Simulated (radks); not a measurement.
Valence configurations of Er2+ (all share [Xe]). Calculated with a radial shooting solver on a logarithmic mesh with Libxc functionals: Dirac Kohn-Sham, PBEsol, spin-unpolarised, spherical densities, point nucleus; open shells fill j = l - 1/2 first. Energies are relative to 4f12; eigenvalues in eV.

4f12: E (eV) 0.000; e(4f5/2) -17.990; e(4f7/2) -16.905
4f11.5 6s0.5: E (eV) 1.863; e(4f5/2) -22.299; e(4f7/2) -21.179; e(6s1/2) -15.837
4f11.5 5d0.5: E (eV) 2.166; e(4f5/2) -20.996; e(4f7/2) -19.878; e(5d3/2) -14.455
4f11 6s1: E (eV) 5.406; e(4f5/2) -27.008; e(4f7/2) -25.854; e(6s1/2) -16.959
4f11 5d1: E (eV) 5.462; e(4f5/2) -24.236; e(4f7/2) -23.084; e(5d3/2) -15.285
4f11 6p1: E (eV) 9.874; e(4f5/2) -28.122; e(4f7/2) -26.967; e(6p1/2) -13.106
4f10.5 5d1.5: E (eV) 10.000; e(4f5/2) -27.681; e(4f7/2) -26.495; e(5d3/2) -16.108
4f10.5 5d1 6s0.5: E (eV) 10.113; e(4f5/2) -29.093; e(4f7/2) -27.907; e(5d3/2) -17.080; e(6s1/2) -16.697
4f10 5d2: E (eV) 15.882; e(4f5/2) -31.309; e(4f7/2) -30.090; e(5d3/2) -16.919
4f10 6p2: E (eV) 28.299; e(4f5/2) -39.530; e(4f7/2) -38.305; e(6p1/2) -15.077

NIST lists [Xe] 4f12 as the ground configuration; this level of theory agrees among the configurations tried. The energies are those of spherical spin-averaged densities, not of single terms.
